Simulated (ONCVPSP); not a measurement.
Cutoff test, Zr (Z = 40), ONCV

| Quantity | Value |
| --- | --- |
| Element | zirconium |
| Generator | ONCVPSP 4.0.1 |
| Type | optimised norm-conserving Vanderbilt (ONCV) |
| Functional | revPBE |
| Relativity | scalar-relativistic |
| Frozen core | [Kr] |
| Valence charge | 4 |
| Reference configuration | 4d3 5s1 |
| Partial waves | 5s: rc 3.35 bohr, ncon 4, nbas 7, qcut 1.6 1/bohr, 3 projectors, debl 2.8 Ha; p scattering state at 0.27 Ha: rc 2.85 bohr, ncon 5, nbas 9, qcut 3.1 1/bohr, 2 projectors, debl 1.8 Ha; 4d: rc 2.30 bohr, ncon 3, nbas 8, qcut 7.4 1/bohr, 3 projectors, debl 3.8 Ha; f scattering state at 0.35 Ha: rc 3.00 bohr, ncon 4, nbas 7, qcut 3.2 1/bohr, 3 projectors, debl 1.7 Ha |
| Local potential | polynomial inside 1.45 bohr (lpopt 5, dvloc0 0 Ha) |
| Core correction | polynomial model core, fcfact 0.2 |

Q: For each optimised wave give the share of its norm inside rc, the residual kinetic energy above qcut (Ha) and the cutoffs (Ha) for errors of 10, 1, 0.1 and 0.01 mHa per electron.

A:

```tsv
wave	norm inside rc	residual KE	10 mHa	1 mHa	0.1 mHa	0.01 mHa
5s	0.394	5.1e-03	0.9	4.0	9.5	11.5
s projector 2	0.226	8.3e-01	10.4	14.6	16.9	22.0
s projector 3	0.156	1.2e+00	11.7	17.8	20.5	22.6
p projector 1	0.123	1.6e-03	1.0	8.2	29.0	33.4
p projector 2	0.185	7.0e-02	7.1	32.6	40.7	44.5
4d	0.536	5.7e-09	10.1	13.9	17.2	20.1
d projector 2	0.184	1.5e-07	14.5	18.0	20.7	23.0
d projector 3	0.110	2.4e-06	18.4	22.2	24.7	26.4
f projector 1	0.120	8.8e-04	2.5	5.0	16.6	21.8
f projector 2	0.318	3.1e-01	15.6	27.4	30.9	39.1
f projector 3	0.190	1.3e+00	11.9	19.3	33.6	42.8
```

The occupied waves need 14 Ha and 17 Ha for 1 and 0.1 mHa. Note: ghosts flagged at negative energy: p at -10.7 eV; GHOST(+) flagged for s at 39.3 eV, s at 215.7 eV, p at 321.4 eV. A true bound ghost makes a file unfit for plane-wave use.
